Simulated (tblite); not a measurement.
Q: What does the GFN2-xTB structure of `[CH2]C#CC(=O)C(F)(F)F` [radical] look like in three dimensions? (Doublet state.)

A: 
```xyz
11
C5H2F3O angstrom
C     -2.7454    0.4386    0.3683
C     -1.5096   -0.0174    0.1499
C     -0.3697   -0.4418   -0.0542
C      0.9390   -0.8935   -0.2759
O      1.2875   -1.9330   -0.7869
C      1.9897    0.1444    0.2351
F      1.8371    0.3816    1.5496
F      3.2415   -0.2576    0.0424
F      1.8425    1.3274   -0.3864
H     -3.6056   -0.1421    0.0817
H     -2.9016    1.3961    0.8353
```

Orientation and origin are arbitrary. Atoms count from 1 in this order. The 4 C–C bonds span 1.233 Å (C2≡C3, drawn triple) to 1.563 Å (C4–C6, drawn single), a spread of 0.330 Å. C1 (carbon bonded to C and 2 H) is planar (angles 120.8°, 120.6° and 118.6°, sum 360.0°, 0.00 Å off the plane of its three neighbours). C4 (carbon bonded to 2 C and O) is planar (angles 127.8°, 121.0° and 111.2°, sum 360.0°, 0.00 Å off the plane of its three neighbours).

Bonds between heavy atoms (Å): C1–C2 1.335, C2≡C3 1.233, C3–C4 1.402, C4=O5 1.210, C4–C6 1.563, C6–F7 1.344, C6–F8 1.329, C6–F9 1.344.

Structure optimised with GFN2-xTB, isolated species. This method treats the open shell by occupation alone, without spin polarisation.

Point group: Cs (every atom within 0.08 Å of its image). Its GFN2-xTB frequencies are all real (lowest 22 cm⁻¹). 2 starts were optimised and ended at 0.00 and 0.02 kcal/mol (GFN2-xTB); the lowest of these is shown.

All values are computed, not measured.
